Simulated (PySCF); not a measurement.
Ionisation of chlorobenzene

Molecule: chlorobenzene, `Clc1ccccc1` (C6H5Cl). Numbering: `[Cl:1][c:2]1[cH:3][cH:4][cH:5][cH:6][cH:7]1` These are map numbers, not IUPAC locants.

Level of theory: ωB97X-D3(BJ)/ma-def2-TZVP single points in PySCF, grid level 2; every species was optimised with PBE0-D3(BJ)/def2-SVP. The prefix ma- adds one diffuse s and one diffuse p function on all atoms but H. ωB97X-D3(BJ) is ωB97X-V with D3(BJ) in place of VV10. Zero-point and thermal terms (298.15 K, 1 bar) come from unscaled PBE0-D3(BJ)/def2-SVP harmonic frequencies, with soft modes damped to free rotors in the entropy.

Frontier levels of the parent: HOMO -9.35 eV, LUMO 1.12 eV.

Oxidation to the radical cation:
```
Vertical ionisation energy (electronic)              : 9.17 eV
Adiabatic ionisation energy (with zero-point energy) : 8.95 eV
Adiabatic, electronic part                           : 8.98 eV
Vertical gap at the product's structure              : 8.79 eV
Inner reorganisation energy (four-point)             : 379 meV
Relaxation of product / of parent                    : 188 / 190 meV
⟨S²⟩ of the product                                  : 0.774
Largest spin populations                             : C5 0.41, C2 0.30, Cl1 0.20, C3 0.10
Largest changes of atomic charge                     : Cl1 0.28, C5 0.17, C2 0.10
Distances that move most (Å)                         : Cl1–C2 1.734 → 1.669; C2–C7 1.394 → 1.430; C2–C3 1.394 → 1.430; C4–C5 1.394 → 1.419
Potential in acetonitrile                            : 6.79 V absolute, 2.25 V against Fc+/Fc computed at 4.54 V (solvation -13 → -219 kJ/mol)
```

Solvents are IEF-PCM continua (electrostatics only, gas-phase structures); absolute potentials refer to an electron at rest in vacuum. Fc+/Fc in acetonitrile, 4.54 V, is ωB97X-D3(BJ)/ma-def2-TZVP on PBE0-D3(BJ)/def2-SVP structures with GFN2-xTB thermal terms. Benchmark calculations put it near 5.0 V in acetonitrile and DMSO, so it is about 0.5 V low, and the value against it can read up to that much too high.

Measured values (NIST Chemistry WebBook, evaluated or the median of agreeing entries): adiabatic ionisation energy 9.07 eV (computed 8.95, difference -0.12).

Caveats: spin-orbit coupling is left out of the energies, which matters for open shells on the heavier atoms.
